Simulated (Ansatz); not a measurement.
Molecule: TiOF (charge 0, doublet). SMILES: [F][Ti]=[O]
Coordinates optimised at B3LYP-D3(BJ)/def2-TZVP (Ansatz, a first-principles code):
```xyz
3

Ti     0.2266    -0.1455     0.2520
O      1.0795    -0.0820    -1.1299
F     -1.5134     0.4285     0.3885
```
Charge 0, spin multiplicity 2.

Wanted: atomisation energy, in kcal/mol. Terms: atomisation electronic, to ground-state atoms; UHF or UKS for open shells; LANL2DZ with its own core potentials from Na on; spin-orbit terms left out; six Cartesian d functions in 6-31G* and its kin unless marked 5d; non-relativistic; no dispersion term unless named. First-principles rows: single points at B3LYP-D3(BJ) geometries (Ansatz).

```
species      coefficient  E at B3LYP/6-31G* with LANL2DZ past Ar (Ansatz), Eh  E at wB97X-V/def2-TZVPD (Ansatz), Eh
-----------  -----------  ---------------------------------------------------  ------------------------------------
[O]=[Ti][F]           -1                                           -233.21853                           -1024.49732
F atom                +1                                            -99.71553                             -99.73522
O atom                +1                                            -75.06062                             -75.06921
Ti atom               +1                                            -57.97029                            -849.21922
```

 1 Eh = 627.5095 kcal/mol.

### Question
Work the quantity out at each level.

### Answer

- B3LYP/6-31G* with LANL2DZ past Ar: the sum of coefficient times E is 0.47209 Eh, or 296.24 kcal/mol. Result: 296.2 kcal/mol.
- wB97X-V/def2-TZVPD: the sum of coefficient times E is 0.47367 Eh, or 297.23 kcal/mol. Result: 297.2 kcal/mol.
